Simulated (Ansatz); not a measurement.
Calculated with Ansatz (gas phase, PBE0-D4/def2-TZVP geometries, no zero-point term in ΔE). CCSD(T)/CBS is the MP2 limit (def2-TZVPP, def2-QZVPP) plus CCSD(T) − MP2 in def2-TZVPP, frozen cores. Functionals use def2-TZVPP. B3LYP here is the variant with VWN-RPA as its local correlation; programs differ in this. def2 core potentials past Kr. For I outer-core shells are correlated without core-valence functions, which leaves a few kJ/mol of doubt a bond. Each species was taken in one conformer, which may not be the lowest.

`I[SiH]1CS1` + `N#[C][AlH][OH]` → `N#C[SiH]1CS1` + `[OH][AlH][I]`  (redistribution)

`I[SiH]1CS1`:

Z-matrix (Å, degrees):
```
Si
C 1 1.833
S 1 2.073 2 56.9
I 1 2.418 2 119.6 3 109.3
H 1 1.475 2 121.2 3 -107.2
H 2 1.086 1 119.2 3 -104.8
H 2 1.086 1 120.7 3 104.8
```

`N#[C][AlH][OH]`:

Cartesian coordinates in Å:
```
N -1.698 -0.526 -2.147
C -1.026 -0.391 -1.220
Al 0.065 -0.244 0.365
O 1.020 1.138 0.410
H 0.020 -1.350 1.476
H 1.619 1.373 1.116
```

`N#C[SiH]1CS1`:

Cartesian coordinates in Å:
```
N -0.225 -0.760 2.900
C -0.216 -0.233 1.875
Si -0.182 0.623 0.252
C 0.390 -0.354 -1.188
S -1.456 -0.069 -1.224
H 0.113 2.052 0.438
H 0.660 -1.397 -1.054
H 0.917 0.138 -1.999
```

`[OH][AlH][I]`:

Z-matrix (Å, degrees):
```
Al
O 1 1.685
I 1 2.473 2 119.5
H 1 1.566 2 119.0 3 180.0
H 2 0.956 1 123.8 3 -0.0
```

```json
{"level": "B3LYP-D4", "ΔE (eV)": "-0.35"}
{"level": "SCS-MP2/def2-TZVPP", "ΔE (eV)": "-0.36"}
```

Problem. What does CCSD(T)/CBS give? (Best estimate.)

Solution. Ansatz gave: -0.33 eV. The listed levels differ from it by -0.02, -0.03 eV.

Largest T1 diagnostic among the species: 0.014.

At CCSD(T), def2-SVP lies −0.08 eV from the extrapolated value and def2-TZVPP −0.03 eV. Leaving LDA and LC-ωPBE aside and taking each functional with its dispersion term where it has one, the values, not all of them listed here, spread over 0.05 eV, from r2SCAN-D4 to BLYP-D4. LDA lies −0.03 eV from PBE without D4.
